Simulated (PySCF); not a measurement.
# Solvent effects on NMR parameters

Mapped SMILES: `[CH3:1][Si:2]([CH3:3])([CH3:4])[O:5][c:6]1[cH:7][cH:8][s:9][cH:10]1`. Hydrogens are named by the atom that carries them.

GIAO PBE0/pcSseg-1 in PySCF 2.14 on one PBE0-D3(BJ)/def2-SVP conformer, non-relativistic, equivalent nuclei averaged. Solvents enter as an IEF-PCM continuum (cyclohexane with ε = 2.0, chloroform with ε = 4.7) around the gas-phase geometry. Shifts are referred to TMS, CS2 computed in the same medium.

In cyclohexane, δ in ppm: C6 159.6, C8 132.2, C7 123.9, C10 110.9, C1/C3/C4 0.1, Si2 26.1, S9 169.1, H(C8) 7.03, H(C7) 6.74, H(C10) 6.40, H(C1)/H(C3)/H(C4) 0.30. Dipole moment 2.34 D.

Question: How does each δ change in the more polar medium?

Answer: 
```
            atoms                                         environment  Δδ, chloroform
               C6                      aromatic carbon bearing oxygen            +0.5
               C8                 aromatic CH next to the ring sulfur            +0.9
               C7                                         aromatic CH            +1.0
              C10                 aromatic CH next to the ring sulfur            -0.1
         C1/C3/C4                          methyl carbon bonded to Si             0.0
              Si2                            silicon bonded to 3 C, O            +1.0
               S9                                aromatic ring sulfur            -2.5
            H(C8)  hydrogen on an aromatic CH next to the ring sulfur           +0.12
            H(C7)                          hydrogen on an aromatic CH           +0.13
           H(C10)  hydrogen on an aromatic CH next to the ring sulfur           +0.05
H(C1)/H(C3)/H(C4)            hydrogen on a methyl carbon bonded to Si           +0.02
```

Changes are relative to cyclohexane. The dipole moment becomes 2.57 D in chloroform.

Question: Which nuclei move most (in ppm), and what does the model miss?

Answer: S9 (aromatic ring sulfur, -2.5 ppm) in chloroform. A continuum only polarises the solute; specific hydrogen bonds, the anisotropy of aromatic solvents and changes of geometry or conformer are outside it.
